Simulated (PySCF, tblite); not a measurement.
Compound: C8H13NO.
Bonds: C1–C2, C2–O3 (double), C2–N4, N4–C5, C5–C6 (double), C6–C7, C7–C8, C8–C9, C8–C10, C6–C10. Hydrogens: H11, H12, H13 on C1; H14 on N4; H15 on C5; H16, H17 on C7; H18 on C8; H19, H20, H21 on C9; H22, H23 on C10.

Jobs on this species (23 atoms, 76 electrons) with PySCF (density fitting) and tblite. Hardware of each: one thread, Arm Neoverse N1 (aarch64), shared host. The host was shared with other jobs, so the times are rough.

| level and settings | work | basis functions | SCF cycles | wall time |
| --- | --- | --- | --- | --- |
| PBE0/pcSseg-1 | shieldings, ring-centre shieldings, charges and field gradients | 235 | ? | ? |
| GFN2-xTB | Hessian by finite differences | – | – | 1.6 s |
| GFN2-xTB | L-BFGS relaxation | – | – | 1.6 s |

Q: Fill in the missing figures.

A: 
- PBE0/pcSseg-1; shieldings, ring-centre shieldings, charges and field gradients: 84 s, 14 SCF cycles

Q: What do all jobs in the table cost together?

A: About 87 s; the longest takes about 96 % of that, and about 52 times as long as the shortest.
